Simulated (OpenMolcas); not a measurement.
# Au3+: ligand-field states by method

Au3+ with its 6 nearest fluoride ions at 2.099 Å, on the Mg site of KMgF3 (a = 3.973 Å, distance in the model lattice 1.986 Å). The rest of the host is ab initio model potentials to 7.6 Å, with orthogonalisation functions on the cations behind the ligands, and point charges beyond; the distance is set by hand and nothing relaxes, and no local charge compensation is placed. Ligand basis ANO-RCC-VDZP.

| Quantity | Value |
| --- | --- |
| Program | OpenMolcas |
| Basis | ANO-RCC-VTZP [8s7p5d3f1g] |
| Scalar Hamiltonian | DKH2, point nucleus |
| Active space | 8 electrons in 5 orbitals (5d) |
| State averaging | 2S+1 = 3 even, 10 roots; 2S+1 = 1 even, 15 roots |
| Spin-orbit coupling | state interaction with AMFI integrals over the reference wave functions |

I. CASSCF
II. SS-CASPT2, IPEA 0.25 Eh, imaginary shift 0.1 Eh (closed shells correlated: 5s 5p and the ligand valence shells)

Spin-free states (labels of O, the rotations of Oh) in cm-1, each column counted from its own energy of the first state listed:

```json
{"State": "3A2", "Degeneracy": "1", "I": "0", "II": "0"}
{"State": "1E", "Degeneracy": "2", "I": "12018", "II": "5820"}
{"State": "3T2", "Degeneracy": "3", "I": "20336", "II": "23370"}
{"State": "1A1", "Degeneracy": "1", "I": "21979", "II": "13340"}
{"State": "3T1", "Degeneracy": "3", "I": "28215", "II": "28960"}
{"State": "1T2", "Degeneracy": "3", "I": "31541", "II": "29240"}
{"State": "1T1", "Degeneracy": "3", "I": "35389", "II": "31550"}
{"State": "3T1", "Degeneracy": "3", "I": "44334", "II": "48760"}
{"State": "1T2", "Degeneracy": "3", "I": "54123", "II": "54270"}
{"State": "1E", "Degeneracy": "2", "I": "54310", "II": "54040"}
{"State": "1A1", "Degeneracy": "1", "I": "72099", "II": "65450"}
```

From I to II, I's first state of the same spin (3T2) moves from 20336 to 23370 cm-1, by about +3000 cm-1.

From I to II, I's first state of another spin (1E) moves from 12018 to 5820 cm-1, by about -6200 cm-1.

I: A least-squares ligand-field fit to the states below 45000 cm-1, each weighted by its degeneracy and with a free common offset, gives 10Dq = 19931 cm-1, B = 823 cm-1 and C = 2677 cm-1 (C/B = 3.25), with an rms deviation of 139 cm-1. The same method and metal basis give the free ion B = 937 cm-1 (fit to its terms below 60000 cm-1, rms deviation 6 cm-1), so the nephelauxetic ratio is β = 823 / 937 = 0.88; it hangs on how both fits weigh the states, and computed free-ion B values tend to be too large, so β mixes covalency with correlation.

χT at 300 K: I 1.57, II 1.50 cm3 K/mol.

The states above are spin-free; spin-orbit coupling is strong here and shifts and splits them by thousands of cm-1.

Roots that are degenerate in the reference are averaged as groups; the widest CASPT2 spread within a group is 220 cm-1 (the 3-fold group of multiplicity 1 near 29200 cm-1 above the lowest state of its run, II). Shifts and gaps below about the spread of the groups concerned are not significant. Over all roots computed the reference weight is 0.69 to 0.72 in II; a low but even weight reflects the number of correlated electrons. Real 4d8 and 5d8 ions are as a rule square planar and diamagnetic. The least metal-like active orbital is 78 % on the metal (Löwdin) and no ligand orbital is active, so the numbers are rough. Ligand-to-metal charge-transfer states are missing. With no ligand orbital active B as a rule stays too high, so bands that hang on it stand too high and its fall with covalency is understated. Without dynamic correlation the repulsion within the d shell is too large (B by tens of per cent), so at a given field states of lower spin stand too high (holds for I). With metal d orbitals alone the field can be off either way by tens of per cent (holds for I). With one d shell and no ligand orbital active, 10Dq can be off by a tenth or more (holds for II). No measured value stands beside these numbers; the geometry was set by hand and not optimised.
